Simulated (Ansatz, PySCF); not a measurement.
Bond stretch in BeF2, SMILES [F][Be][F], singlet. The Be1–F3 bond (Be1 also carries F; F3 carries nothing else) is varied alone, starting from the PBE0/def2-TZVP optimised geometry.

Methods: UHF/cc-pVTZ (Ansatz, an electronic-structure program); RHF/cc-pVTZ (Ansatz); UKS-PBE = Ansatz with unrestricted PBE/cc-pVTZ; RKS-PBE = Ansatz with restricted PBE/cc-pVTZ; UKS-B3LYP = unrestricted B3LYP/cc-pVTZ (Ansatz); RKS-B3LYP = restricted B3LYP/cc-pVTZ (Ansatz); UKS-B3LYP/6-31G* = unrestricted B3LYP/6-31G*, spherical d in PySCF; RKS-B3LYP/6-31G* = restricted B3LYP/6-31G*, spherical d (PySCF 2.14.0); UKS-BP86/6-31G* = PySCF with unrestricted BP86/6-31G*, spherical d; RKS-BP86/6-31G* = restricted BP86/6-31G*, spherical d (PySCF); UKS-LDA (SVWN5)/6-31G* = unrestricted LDA (SVWN5)/6-31G*, spherical d run with PySCF; RKS-LDA (SVWN5)/6-31G* = restricted LDA (SVWN5)/6-31G*, spherical d (PySCF 2.14.0).

Scanned distances (Å): 1.04, 1.10, 1.16, 1.25, 1.32, 1.34, 1.38, 1.41, 1.44, 1.50, 1.62, 1.71, 1.86, 2.04, 2.27, 2.51, 2.75, 3.00, 3.42, 3.77, 4.11, 4.81.

**Question.** Where does the unrestricted solution first break spin symmetry (<S²> of 0.01 or more)?

**Answer.** UHF: between 2.27 and 2.51 Å; UKS-PBE: between 2.51 and 2.75 Å; UKS-B3LYP: between 2.51 and 2.75 Å; UKS-B3LYP/6-31G*: between 2.51 and 2.75 Å; UKS-BP86/6-31G*: between 2.51 and 2.75 Å; UKS-LDA (SVWN5)/6-31G*: between 2.75 and 3.00 Å.

```json
[
 {"R / Å": "1.04", "<S²> UHF": "0.00", "E(RHF) − E(UHF) / kJ/mol": "0.0", "<S²> UKS-PBE": "0.00", "E(RKS-PBE) − E(UKS-PBE) / kJ/mol": "0.0", "<S²> UKS-B3LYP": "0.00", "E(RKS-B3LYP) − E(UKS-B3LYP) / kJ/mol": "0.0", "<S²> UKS-B3LYP/6-31G*": "0.00", "E(RKS-B3LYP/6-31G*) − E(UKS-B3LYP/6-31G*) / kJ/mol": "0.0", "<S²> UKS-BP86/6-31G*": "0.00", "E(RKS-BP86/6-31G*) − E(UKS-BP86/6-31G*) / kJ/mol": "0.0", "<S²> UKS-LDA (SVWN5)/6-31G*": "0.00", "E(RKS-LDA (SVWN5)/6-31G*) − E(UKS-LDA (SVWN5)/6-31G*) / kJ/mol": "0.0"},
 {"R / Å": "1.10", "<S²> UHF": "0.00", "E(RHF) − E(UHF) / kJ/mol": "0.0", "<S²> UKS-PBE": "0.00", "E(RKS-PBE) − E(UKS-PBE) / kJ/mol": "0.0", "<S²> UKS-B3LYP": "0.00", "E(RKS-B3LYP) − E(UKS-B3LYP) / kJ/mol": "0.0", "<S²> UKS-B3LYP/6-31G*": "0.00", "E(RKS-B3LYP/6-31G*) − E(UKS-B3LYP/6-31G*) / kJ/mol": "0.0", "<S²> UKS-BP86/6-31G*": "0.00", "E(RKS-BP86/6-31G*) − E(UKS-BP86/6-31G*) / kJ/mol": "0.0", "<S²> UKS-LDA (SVWN5)/6-31G*": "0.00", "E(RKS-LDA (SVWN5)/6-31G*) − E(UKS-LDA (SVWN5)/6-31G*) / kJ/mol": "0.0"},
 {"R / Å": "1.16", "<S²> UHF": "0.00", "E(RHF) − E(UHF) / kJ/mol": "0.0", "<S²> UKS-PBE": "0.00", "E(RKS-PBE) − E(UKS-PBE) / kJ/mol": "0.0", "<S²> UKS-B3LYP": "0.00", "E(RKS-B3LYP) − E(UKS-B3LYP) / kJ/mol": "0.0", "<S²> UKS-B3LYP/6-31G*": "0.00", "E(RKS-B3LYP/6-31G*) − E(UKS-B3LYP/6-31G*) / kJ/mol": "0.0", "<S²> UKS-BP86/6-31G*": "0.00", "E(RKS-BP86/6-31G*) − E(UKS-BP86/6-31G*) / kJ/mol": "0.0", "<S²> UKS-LDA (SVWN5)/6-31G*": "0.00", "E(RKS-LDA (SVWN5)/6-31G*) − E(UKS-LDA (SVWN5)/6-31G*) / kJ/mol": "0.0"},
 {"R / Å": "1.25", "<S²> UHF": "0.00", "E(RHF) − E(UHF) / kJ/mol": "0.0", "<S²> UKS-PBE": "0.00", "E(RKS-PBE) − E(UKS-PBE) / kJ/mol": "0.0", "<S²> UKS-B3LYP": "0.00", "E(RKS-B3LYP) − E(UKS-B3LYP) / kJ/mol": "0.0", "<S²> UKS-B3LYP/6-31G*": "0.00", "E(RKS-B3LYP/6-31G*) − E(UKS-B3LYP/6-31G*) / kJ/mol": "0.0", "<S²> UKS-BP86/6-31G*": "0.00", "E(RKS-BP86/6-31G*) − E(UKS-BP86/6-31G*) / kJ/mol": "0.0", "<S²> UKS-LDA (SVWN5)/6-31G*": "0.00", "E(RKS-LDA (SVWN5)/6-31G*) − E(UKS-LDA (SVWN5)/6-31G*) / kJ/mol": "0.0"},
 {"R / Å": "1.32", "<S²> UHF": "0.00", "E(RHF) − E(UHF) / kJ/mol": "0.0", "<S²> UKS-PBE": "0.00", "E(RKS-PBE) − E(UKS-PBE) / kJ/mol": "0.0", "<S²> UKS-B3LYP": "0.00", "E(RKS-B3LYP) − E(UKS-B3LYP) / kJ/mol": "0.0", "<S²> UKS-B3LYP/6-31G*": "0.00", "E(RKS-B3LYP/6-31G*) − E(UKS-B3LYP/6-31G*) / kJ/mol": "0.0", "<S²> UKS-BP86/6-31G*": "0.00", "E(RKS-BP86/6-31G*) − E(UKS-BP86/6-31G*) / kJ/mol": "0.0", "<S²> UKS-LDA (SVWN5)/6-31G*": "0.00", "E(RKS-LDA (SVWN5)/6-31G*) − E(UKS-LDA (SVWN5)/6-31G*) / kJ/mol": "0.0"},
 {"R / Å": "1.34", "<S²> UHF": "0.00", "E(RHF) − E(UHF) / kJ/mol": "0.0", "<S²> UKS-PBE": "0.00", "E(RKS-PBE) − E(UKS-PBE) / kJ/mol": "0.0", "<S²> UKS-B3LYP": "0.00", "E(RKS-B3LYP) − E(UKS-B3LYP) / kJ/mol": "0.0", "<S²> UKS-B3LYP/6-31G*": "0.00", "E(RKS-B3LYP/6-31G*) − E(UKS-B3LYP/6-31G*) / kJ/mol": "0.0", "<S²> UKS-BP86/6-31G*": "0.00", "E(RKS-BP86/6-31G*) − E(UKS-BP86/6-31G*) / kJ/mol": "0.0", "<S²> UKS-LDA (SVWN5)/6-31G*": "0.00", "E(RKS-LDA (SVWN5)/6-31G*) − E(UKS-LDA (SVWN5)/6-31G*) / kJ/mol": "0.0"},
 {"R / Å": "1.38", "<S²> UHF": "0.00", "E(RHF) − E(UHF) / kJ/mol": "0.0", "<S²> UKS-PBE": "0.00", "E(RKS-PBE) − E(UKS-PBE) / kJ/mol": "0.0", "<S²> UKS-B3LYP": "0.00", "E(RKS-B3LYP) − E(UKS-B3LYP) / kJ/mol": "0.0", "<S²> UKS-B3LYP/6-31G*": "0.00", "E(RKS-B3LYP/6-31G*) − E(UKS-B3LYP/6-31G*) / kJ/mol": "0.0", "<S²> UKS-BP86/6-31G*": "0.00", "E(RKS-BP86/6-31G*) − E(UKS-BP86/6-31G*) / kJ/mol": "0.0", "<S²> UKS-LDA (SVWN5)/6-31G*": "0.00", "E(RKS-LDA (SVWN5)/6-31G*) − E(UKS-LDA (SVWN5)/6-31G*) / kJ/mol": "0.0"},
 {"R / Å": "1.41", "<S²> UHF": "0.00", "E(RHF) − E(UHF) / kJ/mol": "0.0", "<S²> UKS-PBE": "0.00", "E(RKS-PBE) − E(UKS-PBE) / kJ/mol": "0.0", "<S²> UKS-B3LYP": "0.00", "E(RKS-B3LYP) − E(UKS-B3LYP) / kJ/mol": "0.0", "<S²> UKS-B3LYP/6-31G*": "0.00", "E(RKS-B3LYP/6-31G*) − E(UKS-B3LYP/6-31G*) / kJ/mol": "0.0", "<S²> UKS-BP86/6-31G*": "0.00", "E(RKS-BP86/6-31G*) − E(UKS-BP86/6-31G*) / kJ/mol": "0.0", "<S²> UKS-LDA (SVWN5)/6-31G*": "0.00", "E(RKS-LDA (SVWN5)/6-31G*) − E(UKS-LDA (SVWN5)/6-31G*) / kJ/mol": "0.0"},
 {"R / Å": "1.44", "<S²> UHF": "0.00", "E(RHF) − E(UHF) / kJ/mol": "0.0", "<S²> UKS-PBE": "0.00", "E(RKS-PBE) − E(UKS-PBE) / kJ/mol": "0.0", "<S²> UKS-B3LYP": "0.00", "E(RKS-B3LYP) − E(UKS-B3LYP) / kJ/mol": "0.0", "<S²> UKS-B3LYP/6-31G*": "0.00", "E(RKS-B3LYP/6-31G*) − E(UKS-B3LYP/6-31G*) / kJ/mol": "0.0", "<S²> UKS-BP86/6-31G*": "0.00", "E(RKS-BP86/6-31G*) − E(UKS-BP86/6-31G*) / kJ/mol": "0.0", "<S²> UKS-LDA (SVWN5)/6-31G*": "0.00", "E(RKS-LDA (SVWN5)/6-31G*) − E(UKS-LDA (SVWN5)/6-31G*) / kJ/mol": "0.0"},
 {"R / Å": "1.50", "<S²> UHF": "0.00", "E(RHF) − E(UHF) / kJ/mol": "0.0", "<S²> UKS-PBE": "0.00", "E(RKS-PBE) − E(UKS-PBE) / kJ/mol": "0.0", "<S²> UKS-B3LYP": "0.00", "E(RKS-B3LYP) − E(UKS-B3LYP) / kJ/mol": "0.0", "<S²> UKS-B3LYP/6-31G*": "0.00", "E(RKS-B3LYP/6-31G*) − E(UKS-B3LYP/6-31G*) / kJ/mol": "0.0", "<S²> UKS-BP86/6-31G*": "0.00", "E(RKS-BP86/6-31G*) − E(UKS-BP86/6-31G*) / kJ/mol": "0.0", "<S²> UKS-LDA (SVWN5)/6-31G*": "0.00", "E(RKS-LDA (SVWN5)/6-31G*) − E(UKS-LDA (SVWN5)/6-31G*) / kJ/mol": "0.0"},
 {"R / Å": "1.62", "<S²> UHF": "0.00", "E(RHF) − E(UHF) / kJ/mol": "0.0", "<S²> UKS-PBE": "0.00", "E(RKS-PBE) − E(UKS-PBE) / kJ/mol": "0.0", "<S²> UKS-B3LYP": "0.00", "E(RKS-B3LYP) − E(UKS-B3LYP) / kJ/mol": "0.0", "<S²> UKS-B3LYP/6-31G*": "0.00", "E(RKS-B3LYP/6-31G*) − E(UKS-B3LYP/6-31G*) / kJ/mol": "0.0", "<S²> UKS-BP86/6-31G*": "0.00", "E(RKS-BP86/6-31G*) − E(UKS-BP86/6-31G*) / kJ/mol": "0.0", "<S²> UKS-LDA (SVWN5)/6-31G*": "0.00", "E(RKS-LDA (SVWN5)/6-31G*) − E(UKS-LDA (SVWN5)/6-31G*) / kJ/mol": "0.0"},
 {"R / Å": "1.71", "<S²> UHF": "0.00", "E(RHF) − E(UHF) / kJ/mol": "0.0", "<S²> UKS-PBE": "0.00", "E(RKS-PBE) − E(UKS-PBE) / kJ/mol": "0.0", "<S²> UKS-B3LYP": "0.00", "E(RKS-B3LYP) − E(UKS-B3LYP) / kJ/mol": "0.0", "<S²> UKS-B3LYP/6-31G*": "0.00", "E(RKS-B3LYP/6-31G*) − E(UKS-B3LYP/6-31G*) / kJ/mol": "0.0", "<S²> UKS-BP86/6-31G*": "0.00", "E(RKS-BP86/6-31G*) − E(UKS-BP86/6-31G*) / kJ/mol": "0.0", "<S²> UKS-LDA (SVWN5)/6-31G*": "0.00", "E(RKS-LDA (SVWN5)/6-31G*) − E(UKS-LDA (SVWN5)/6-31G*) / kJ/mol": "0.0"},
 {"R / Å": "1.86", "<S²> UHF": "0.00", "E(RHF) − E(UHF) / kJ/mol": "0.0", "<S²> UKS-PBE": "0.00", "E(RKS-PBE) − E(UKS-PBE) / kJ/mol": "0.0", "<S²> UKS-B3LYP": "0.00", "E(RKS-B3LYP) − E(UKS-B3LYP) / kJ/mol": "0.0", "<S²> UKS-B3LYP/6-31G*": "0.00", "E(RKS-B3LYP/6-31G*) − E(UKS-B3LYP/6-31G*) / kJ/mol": "0.0", "<S²> UKS-BP86/6-31G*": "0.00", "E(RKS-BP86/6-31G*) − E(UKS-BP86/6-31G*) / kJ/mol": "0.0", "<S²> UKS-LDA (SVWN5)/6-31G*": "0.00", "E(RKS-LDA (SVWN5)/6-31G*) − E(UKS-LDA (SVWN5)/6-31G*) / kJ/mol": "0.0"},
 {"R / Å": "2.04", "<S²> UHF": "0.00", "E(RHF) − E(UHF) / kJ/mol": "0.0", "<S²> UKS-PBE": "0.00", "E(RKS-PBE) − E(UKS-PBE) / kJ/mol": "0.0", "<S²> UKS-B3LYP": "0.00", "E(RKS-B3LYP) − E(UKS-B3LYP) / kJ/mol": "0.0", "<S²> UKS-B3LYP/6-31G*": "0.00", "E(RKS-B3LYP/6-31G*) − E(UKS-B3LYP/6-31G*) / kJ/mol": "0.0", "<S²> UKS-BP86/6-31G*": "0.00", "E(RKS-BP86/6-31G*) − E(UKS-BP86/6-31G*) / kJ/mol": "0.0", "<S²> UKS-LDA (SVWN5)/6-31G*": "0.00", "E(RKS-LDA (SVWN5)/6-31G*) − E(UKS-LDA (SVWN5)/6-31G*) / kJ/mol": "0.0"},
 {"R / Å": "2.27", "<S²> UHF": "0.00", "E(RHF) − E(UHF) / kJ/mol": "0.0", "<S²> UKS-PBE": "0.00", "E(RKS-PBE) − E(UKS-PBE) / kJ/mol": "0.0", "<S²> UKS-B3LYP": "0.00", "E(RKS-B3LYP) − E(UKS-B3LYP) / kJ/mol": "0.0", "<S²> UKS-B3LYP/6-31G*": "0.00", "E(RKS-B3LYP/6-31G*) − E(UKS-B3LYP/6-31G*) / kJ/mol": "0.0", "<S²> UKS-BP86/6-31G*": "0.00", "E(RKS-BP86/6-31G*) − E(UKS-BP86/6-31G*) / kJ/mol": "0.0", "<S²> UKS-LDA (SVWN5)/6-31G*": "0.00", "E(RKS-LDA (SVWN5)/6-31G*) − E(UKS-LDA (SVWN5)/6-31G*) / kJ/mol": "0.0"},
 {"R / Å": "2.51", "<S²> UHF": "0.68", "E(RHF) − E(UHF) / kJ/mol": "34.0", "<S²> UKS-PBE": "0.00", "E(RKS-PBE) − E(UKS-PBE) / kJ/mol": "0.0", "<S²> UKS-B3LYP": "0.00", "E(RKS-B3LYP) − E(UKS-B3LYP) / kJ/mol": "0.0", "<S²> UKS-B3LYP/6-31G*": "0.00", "E(RKS-B3LYP/6-31G*) − E(UKS-B3LYP/6-31G*) / kJ/mol": "0.0", "<S²> UKS-BP86/6-31G*": "0.00", "E(RKS-BP86/6-31G*) − E(UKS-BP86/6-31G*) / kJ/mol": "0.0", "<S²> UKS-LDA (SVWN5)/6-31G*": "0.00", "E(RKS-LDA (SVWN5)/6-31G*) − E(UKS-LDA (SVWN5)/6-31G*) / kJ/mol": "0.0"},
 {"R / Å": "2.75", "<S²> UHF": "0.86", "E(RHF) − E(UHF) / kJ/mol": "98.6", "<S²> UKS-PBE": "0.02", "E(RKS-PBE) − E(UKS-PBE) / kJ/mol": "0.0", "<S²> UKS-B3LYP": "0.18", "E(RKS-B3LYP) − E(UKS-B3LYP) / kJ/mol": "2.7", "<S²> UKS-B3LYP/6-31G*": "0.30", "E(RKS-B3LYP/6-31G*) − E(UKS-B3LYP/6-31G*) / kJ/mol": "7.7", "<S²> UKS-BP86/6-31G*": "0.11", "E(RKS-BP86/6-31G*) − E(UKS-BP86/6-31G*) / kJ/mol": "0.8", "<S²> UKS-LDA (SVWN5)/6-31G*": "0.00", "E(RKS-LDA (SVWN5)/6-31G*) − E(UKS-LDA (SVWN5)/6-31G*) / kJ/mol": "0.0"},
 {"R / Å": "3.00", "<S²> UHF": "0.94", "E(RHF) − E(UHF) / kJ/mol": "165.0", "<S²> UKS-PBE": "0.27", "E(RKS-PBE) − E(UKS-PBE) / kJ/mol": "5.5", "<S²> UKS-B3LYP": "0.41", "E(RKS-B3LYP) − E(UKS-B3LYP) / kJ/mol": "16.2", "<S²> UKS-B3LYP/6-31G*": "0.50", "E(RKS-B3LYP/6-31G*) − E(UKS-B3LYP/6-31G*) / kJ/mol": "26.3", "<S²> UKS-BP86/6-31G*": "0.36", "E(RKS-BP86/6-31G*) − E(UKS-BP86/6-31G*) / kJ/mol": "9.5", "<S²> UKS-LDA (SVWN5)/6-31G*": "0.21", "E(RKS-LDA (SVWN5)/6-31G*) − E(UKS-LDA (SVWN5)/6-31G*) / kJ/mol": "2.5"},
 {"R / Å": "3.42", "<S²> UHF": "0.98", "E(RHF) − E(UHF) / kJ/mol": "260.4", "<S²> UKS-PBE": "0.51", "E(RKS-PBE) − E(UKS-PBE) / kJ/mol": "23.5", "<S²> UKS-B3LYP": "0.61", "E(RKS-B3LYP) − E(UKS-B3LYP) / kJ/mol": "44.9", "<S²> UKS-B3LYP/6-31G*": "0.69", "E(RKS-B3LYP/6-31G*) − E(UKS-B3LYP/6-31G*) / kJ/mol": "60.9", "<S²> UKS-BP86/6-31G*": "0.58", "E(RKS-BP86/6-31G*) − E(UKS-BP86/6-31G*) / kJ/mol": "31.0", "<S²> UKS-LDA (SVWN5)/6-31G*": "0.49", "E(RKS-LDA (SVWN5)/6-31G*) − E(UKS-LDA (SVWN5)/6-31G*) / kJ/mol": "18.3"},
 {"R / Å": "3.77", "<S²> UHF": "1.00", "E(RHF) − E(UHF) / kJ/mol": "323.6", "<S²> UKS-PBE": "0.61", "E(RKS-PBE) − E(UKS-PBE) / kJ/mol": "38.0", "<S²> UKS-B3LYP": "0.70", "E(RKS-B3LYP) − E(UKS-B3LYP) / kJ/mol": "66.2", "<S²> UKS-B3LYP/6-31G*": "0.77", "E(RKS-B3LYP/6-31G*) − E(UKS-B3LYP/6-31G*) / kJ/mol": "86.0", "<S²> UKS-BP86/6-31G*": "0.67", "E(RKS-BP86/6-31G*) − E(UKS-BP86/6-31G*) / kJ/mol": "47.3", "<S²> UKS-LDA (SVWN5)/6-31G*": "0.61", "E(RKS-LDA (SVWN5)/6-31G*) − E(UKS-LDA (SVWN5)/6-31G*) / kJ/mol": "32.5"},
 {"R / Å": "4.11", "<S²> UHF": "1.00", "E(RHF) − E(UHF) / kJ/mol": "373.0", "<S²> UKS-PBE": "0.67", "E(RKS-PBE) − E(UKS-PBE) / kJ/mol": "49.2", "<S²> UKS-B3LYP": "0.75", "E(RKS-B3LYP) − E(UKS-B3LYP) / kJ/mol": "83.0", "<S²> UKS-B3LYP/6-31G*": "0.82", "E(RKS-B3LYP/6-31G*) − E(UKS-B3LYP/6-31G*) / kJ/mol": "105.5", "<S²> UKS-BP86/6-31G*": "0.73", "E(RKS-BP86/6-31G*) − E(UKS-BP86/6-31G*) / kJ/mol": "59.7", "<S²> UKS-LDA (SVWN5)/6-31G*": "0.68", "E(RKS-LDA (SVWN5)/6-31G*) − E(UKS-LDA (SVWN5)/6-31G*) / kJ/mol": "43.6"},
 {"R / Å": "4.81", "<S²> UHF": "1.00", "E(RHF) − E(UHF) / kJ/mol": "446.4", "<S²> UKS-PBE": "0.73", "E(RKS-PBE) − E(UKS-PBE) / kJ/mol": "64.1", "<S²> UKS-B3LYP": "0.82", "E(RKS-B3LYP) − E(UKS-B3LYP) / kJ/mol": "107.0", "<S²> UKS-B3LYP/6-31G*": "0.88", "E(RKS-B3LYP/6-31G*) − E(UKS-B3LYP/6-31G*) / kJ/mol": "131.4", "<S²> UKS-BP86/6-31G*": "0.78", "E(RKS-BP86/6-31G*) − E(UKS-BP86/6-31G*) / kJ/mol": "—", "<S²> UKS-LDA (SVWN5)/6-31G*": "0.74", "E(RKS-LDA (SVWN5)/6-31G*) − E(UKS-LDA (SVWN5)/6-31G*) / kJ/mol": "—"}
]
```

Dashes: no converged value, or the column stops at the first point that the program doubted or that broke a chosen test of continuity, which isn't proof of a fault.
